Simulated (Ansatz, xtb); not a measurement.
## Relative energy of two structures of FH4NOSn

Structure X: a singlet given by its coordinates. Structure Y: a singlet given by its coordinates. Both are isolated molecules in the gas phase, relaxed with BLYP-D3(BJ)/def2-SVP.

X (Å):

```yaml
atoms:
  - { symbol: F, position_ang: [-1.6468, 2.5019, -0.0878] }
  - { symbol: N, position_ang: [0.1942, 2.6433, -2.1886] }
  - { symbol: O, position_ang: [-0.0520, 0.1005, -0.6807] }
  - { symbol: Sn, position_ang: [0.2859, 1.9420, 0.1946] }
  - { symbol: H, position_ang: [0.2127, 1.7035, -2.6141] }
  - { symbol: H, position_ang: [0.7366, 3.3032, -2.7616] }
  - { symbol: H, position_ang: [-0.7930, 2.9427, -2.1379] }
  - { symbol: H, position_ang: [-1.0193, 0.0423, -0.8377] }
```

Close contacts (Å): F1–Sn4 2.03, N2–Sn4 2.49, O3–Sn4 2.07, N2–H5 1.03, N2–H6 1.03, N2–H7 1.03, O3–H8 0.98.

Y (Å):

```xyz
8

F    -1.4616    2.1611   -2.7405
N     0.5882    1.3877   -0.7813
O    -0.2875   -0.3237   -2.6108
Sn   -1.5412    1.0550   -1.0459
H     0.8899    2.2707   -1.2220
H     0.9984    1.3555    0.1626
H     0.4673    0.0996   -2.0717
H    -0.4368    0.3525   -3.3157
```

Close contacts (Å): F1–Sn4 2.03, N2–Sn4 2.17, O3–Sn4 2.43, N2–H5 1.03, N2–H6 1.03, O3–H7 1.02, O3–H8 0.99, Sn4–H7 2.45.

Energies in hartree; the thermal terms are from BLYP-D3(BJ)/def2-SVP harmonic frequencies (ideal gas, rigid rotor, one conformer each, 298.15 K, 1 atm) and include the zero-point energy:

|  | X | Y |
| --- | --- | --- |
| E, CCSD(T)/def2-SVP | −445.026108 | −445.006972 |
| E, MP2/def2-SVP | −444.984008 | −444.964628 |
| E, MP2/def2-TZVPP | −445.673841 | −445.652716 |
| zero-point energy | 0.050335 | 0.050122 |
| H(298 K) − E | 0.058494 | 0.057756 |
| G(298 K) − E | 0.018266 | 0.018830 |

Question: Correct the CCSD(T) difference for the basis set by the MP2 change, then work out ΔE, ΔE₀, ΔH and ΔG for X → Y in kcal/mol (1 Eh = 627.51 kcal/mol) and the equilibrium ratio [Y]/[X].

Answer: 1. Differences Y − X: CCSD(T) +0.019136, MP2 in the small set +0.019380, MP2 in the large set +0.021125 Eh.
2. ΔE = +0.019136 + (+0.021125 − (+0.019380)) = +0.020881 Eh = +13.10 kcal/mol.
3. ΔE₀ = ΔE + ΔZPE = +0.020881 + (−0.000213) Eh = +12.97 kcal/mol.
4. ΔH = ΔE + (−0.000738) Eh = +12.64 kcal/mol.
5. ΔG = ΔE + (+0.000564) Eh = +13.46 kcal/mol, so ΔS = (ΔH − ΔG)/T = −11.5 J/(mol K).
6. kT = 0.9442 mEh, so K = [Y]/[X] = exp(−ΔG/kT) = exp(−22.71) ≈ 1.4 × 10^−10.

Structure X is favoured at this temperature. An error of 1 kcal/mol in ΔG would change K by a factor of 5.4. Mirror images and further conformers aren't counted.

Other levels gave ΔE = +10.0 (BLYP-D3(BJ)/def2-SVP); +16.2 (HF/def2-SVP); +12.2 (MP2/def2-SVP); +12.0 (CCSD(T)/def2-SVP) kcal/mol. The correlated steps freeze 7 core orbitals; the filled d shell of Sn is correlated, in a basis made for valence electrons. Atoms past krypton carry core potentials in the def2 sets, without spin–orbit terms. Programs: Ansatz 0.2.0.
